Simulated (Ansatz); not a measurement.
C₄H₅ (SMILES [CH2-]C#CC), charge -1, singlet, at a GFN2-xTB geometry (a gas-phase anion, which may not be bound at this level). Base run: B3LYP/pcseg-1 (Ansatz, a quantum-chemistry and plane-wave program).

Geometry (Å):
```xyz
9

C     -0.0269     0.0190     2.0010
C     -0.0090    -0.0405     0.6611
C      0.0079    -0.4245    -0.5335
C      0.0244     0.2361    -1.8660
H     -0.9563     0.0240     2.5713
H      0.8870     0.0304     2.5958
H     -0.0138     1.3466    -1.8505
H      0.9343    -0.0407    -2.4197
H     -0.8296    -0.1007    -2.4731
```
Charge -1, spin multiplicity 1.
All else is at Ansatz's defaults.
Base energy -155.31430 Eh.

The base run was repeated with changes; each row names its change, and settings that it needs were set with it.

| change | ΔE vs base (mEh) |
|---|---|
| base | 0.000 |
| accuracy = high | -0.001 |
| final_grid = 4, 8, 17 | (withheld) |
| final_grid = 14, 28, 59 | 0.001 |
| lower_state_search = light | 0.000 |
| point_charge = charge:0.5 position_ang:-3.2848, -3.9814, 2.5017 | -49.014 |
| point_charge = charge:-1.0 position_ang:1.6077, 1.174, -5.7056 | 80.222 |
| final_grid = 6, 12, 29 | 0.001 |
| fitting.mean_field = cc-pVTZ-JKFIT | (withheld) |
| forces = on | -0.002 |
| lower_state_search = full | 0.000 |

**Question.** What belongs in the gaps?

**Answer.** 
- final_grid = 4, 8, 17, ΔE vs base (mEh): 0.196
- fitting.mean_field = cc-pVTZ-JKFIT, ΔE vs base (mEh): -0.061

A gas-phase anion may not be bound at this level; its values then depend on the basis.
